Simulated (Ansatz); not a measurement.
`CN[SiH2]N` + `[SiH3][SiH2][SiH2][SiH3]` → `CN[SiH](N)[SiH3]` + `[SiH3][SiH2][SiH3]`  (redistribution)

Computed with Ansatz on PBE0-D4/def2-TZVP structures; ΔE is electronic, products minus reactants. CCSD(T)/CBS is the MP2 limit (def2-TZVPP, def2-QZVPP) plus CCSD(T) − MP2 in def2-TZVPP, frozen cores. DFT in def2-TZVPP. Each species was taken in one conformer, which may not be the lowest.

```csv
species,PBE0 energy (Eh)
`CN[SiH2]N`,-441.73434
`[SiH3][SiH2][SiH2][SiH3]`,-1163.50761
`CN[SiH](N)[SiH3]`,-732.31284
`[SiH3][SiH2][SiH3]`,-872.92350
```

(1) Work out ΔE.

Largest T1 diagnostic among the species: 0.014.

Answers

(1) ΔE = (-732.31284) + (-872.92350) − (-441.73434) − (-1163.50761) = 0.00561 Eh = +0.15 eV. CCSD(T)/CBS gives +0.17 eV.
